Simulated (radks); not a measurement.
Q: Au32+, configuration [Kr] 4d10 5d1 (not the ground configuration). All-electron calculation, Dirac Kohn-Sham, PBEsol, spin-unpolarised, spherical densities, finite nucleus; open shells fill j = l - 1/2 first; Fermi nuclear charge, rms radius 5.4371 fm. Program: a radial shooting solver on a logarithmic mesh with Libxc functionals. Some entries of the table are withheld. Estimate them.

orbital  occ.  eigenvalue (eV)  r(max) (bohr)
1s1/2       2        -81802.25        0.01042
2s1/2       2              (1)        0.06042
2p1/2       2        -14857.15            (2)
2p3/2       4        -13024.42            (3)
3s1/2       2        -4585.978         0.1698
3p1/2       2        -4326.222         0.1585
3p3/2       4        -3917.802         0.1733
3d3/2       4        -3486.630         0.1351
3d5/2       6        -3399.028         0.1392
4s1/2       2        -1846.580         0.3712
4p1/2       2        -1734.363         0.3674
4p3/2       4        -1616.971         0.3935
4d3/2       4        -1434.258         0.3795
4d5/2       6        -1410.142         0.3869
5d3/2       1              (4)         0.7648
5d5/2       0              (5)         0.7756

A: 
(1) 2s1/2 eigenvalue (eV): -15437.62
(2) 2p1/2 r(max) (bohr): 0.04448
(3) 2p3/2 r(max) (bohr): 0.05186
(4) 5d3/2 eigenvalue (eV): -794.6445
(5) 5d5/2 eigenvalue (eV): -785.4793
